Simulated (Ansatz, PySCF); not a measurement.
Reaction R1 + R2 → P1 + P2, each structure at its B3LYP-D3(BJ)/def2-TZVP stationary point, reached from a drawn start (curvature not checked).
P1: O2 (SMILES O=O), charge 0, multiplicity 3.
R1, O3 (SMILES O=[O+][O-]) (charge 0, multiplicity 1):
| atom | x (Å) | y (Å) | z (Å) |
|---|---|---|---|
| O | 0.0000 | 1.0761 | -0.2143 |
| O | 0.0000 | 0.0000 | 0.4286 |
| O | 0.0000 | -1.0761 | -0.2143 |
R2, BrHg (SMILES [Br][Hg]) (charge 0, multiplicity 2):
```xyz
2

Hg     0.0000     0.0000    -1.3082
Br     0.0000     0.0000     1.3082
```
P2, BrHgO (SMILES [O]=[Hg][Br]) (charge 0, multiplicity 2):
```xyz
3

Hg     0.00505     0.00155    -0.14008
Br    -0.08248    -0.02471     2.26715
O      0.07742     0.02327    -2.12707
```

P less R. No zero-point or thermal terms; singlets are restricted closed shells; open shells are unrestricted; no spin–orbit coupling. The spin states of the d-block species are the ones drawn and need not be the lowest.

Programs: Ansatz (Gaussian orbitals); PySCF for M06-2X and the D3/D4 terms. No computed number here is a measurement. Elements past Kr take the def2 small-core potentials, without spin–orbit coupling.

Q: One of these levels gives -1.147 eV for the reaction energy. Name it.
A) M06-2X/def2-TZVPP
B) PBE/def2-TZVPP
C) BHLYP-D4/def2-TZVPP
D) B3LYP-D4/def2-TZVPP

A: B, PBE/def2-TZVPP. The others give -1.773 (B3LYP-D4/def2-TZVPP), -2.765 (BHLYP-D4/def2-TZVPP), -3.917 (M06-2X/def2-TZVPP)

Ansatz is an electronic-structure program.
